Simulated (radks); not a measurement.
Question: The mean radii <r> (bohr) of the occupied orbitals of an atom or ion are listed with their occupations. Calculated with a radial shooting solver on a logarithmic mesh with Libxc functionals: scalar-relativistic Kohn-Sham, exchange-only LDA, spin-polarised, spherical densities, finite nucleus; Fermi nuclear charge, rms radius of each element as measured or else 0.836 A^(1/3) + 0.57 fm.

orbital  occ.      <r>
1s up       1  0.05856
1s down     1  0.05856
2s up       1   0.2678
2s down     1   0.2674
2p up       3   0.2361
2p down     3   0.2356
3s up       1   0.8118
3s down     1   0.8146
3p up       3   0.8578
3p down     3   0.8633
3d up       5    1.118
4s up       1    2.917
4s down     1    3.209
3d down     1    1.242

Name the element and its charge. Open shells, if any, are filled with parallel spins first.

Answer: Z = 26, iron, charge 0: Fe in [Ar] 3d6 4s2. The 1s radius gives Z: for a bare nucleus <r> = (2 gamma + 1)/(2Z) with gamma = sqrt(1 - (Z/c)^2), 0.05699 bohr for Z = 26, and screening makes it slightly larger (0.05856 here). The occupations add up to 26, and the charge is Z minus that.
